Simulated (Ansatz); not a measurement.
Ligand exchange: CHFO + Cd(CH3)(OH) → CH2O2 + Cd(CH3)F

Species: CHFO (formyl fluoride) `O=CF`, singlet; Cd(CH3)(OH), singlet; CH2O2 (formic acid) `O=CO`, singlet; Cd(CH3)F, singlet. The partners trade F for OH: C–F and Cd–OH bonds give way to C–OH and Cd–F.

Shapes, held fixed at every level: PBE0-D4/def2-TZVP. Flexible molecules stand in one conformer, not always the lowest. Programs: Ansatz 0.2.0. Electronic energies: no zero-point or thermal term.

```tsv
level	kind	ΔE (kJ/mol)	less CCSD(T)/def2-TZVPP
r2SCAN-D4/def2-TZVPP	meta-GGA	-72.3	-8.3
BHLYP-D4/def2-TZVPP	global hybrid	-75.7	-11.7
PBE0-D4/def2-TZVPP	global hybrid	-73.0	-9.0
wB97M-V/def2-TZVPP	range-separated hybrid	-70.5	-6.5
wB97X-V/def2-TZVPP	range-separated hybrid	-72.2	-8.2
B2PLYP/def2-TZVPP	double hybrid	-68.9	-4.9
CCSD(T)/def2-TZVPP	coupled cluster or CI	-64.0	0.0
```

The highest level, CCSD(T)/def2-TZVPP, gives ΔE = -64.0 kJ/mol; the levels span -75.7 to -64.0. The column of differences is taken from that level and isn't an error. No measured value is set beside it here. For atoms past krypton def2 sets carry core potentials with scalar relativity. Outer-core shells of Cd are correlated in most correlated rows, in sets that cover them unevenly. CCSD(T)/def2-TZVPP lies outside the range of all other levels here, so it shouldn't be taken on trust.
